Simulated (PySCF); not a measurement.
Structure from 2D NMR

Compound of formula C₄H₃F₅O. Correlations simulated from computed shifts and the bond graph:

HSQC (one-bond C–H):
```csv
δH,δC
6.91,145.9
4.90,66.1
```

HMBC (two and three bonds, from the bond graph; two-bond peaks within aromatic rings are usually weak or absent):
```csv
δH,δC
6.91,"152.4, 66.1"
4.90,"152.4, 145.9, 131.3"
```

Carbons without hydrogens: δ 152.4, 131.3.

Theoretical values (PySCF 2.14.0 with density-fitted response routines): structure optimised with GFN2-xTB, NMR shieldings at PBE0/pcSseg-1/GIAO. A single conformation, fast rotation and ring inversion assumed for equivalent nuclei, gas phase, non-relativistic.

Scale: ¹H, ¹³C against TMS (reference shieldings calculated alike).

Exchangeable hydrogens are left out of these lists.

Task: Assemble the structure.

Result: SMILES F/C=C(\F)COC(F)(F)F.

Structure with atom numbers: `[F:1]/[CH:2]=[C:3](\[F:4])[CH2:5][O:6][C:7]([F:8])([F:9])[F:10]`. Hydrogens are named by the atom that carries them.

- δC 152.4 is C3, a fully substituted alkene carbon.
- δC 145.9 is C2, an alkene CH (δH 6.91).
- δC 131.3 is C7, a CF3 carbon.
- δC 66.1 is C5, an allylic sp3 CH2 bonded to O (δH 4.90).
- HMBC from δH 6.91 reaches the proton-free carbon C3.
- HMBC from δH 4.90 reaches the proton-free carbons C3, C7.

This is the structure that produced the data.

Shifts are as computed. Against solution values, carbons near 30 ppm lie about +3 ppm off and those near 130 ppm about +5 ppm (rms about the fit 2.1 ppm; single classes can miss by 10 ppm). Of 1328 compounds with measured shifts, 309 miss one by over three times the rms of a fit or turn the order of signals round; such compounds aren't used in these exercises. Signals without a measured value on file couldn't be tested in this way; 1H shifts scatter by 0.2 ppm about their fit, and single ones miss by 0.5 ppm.
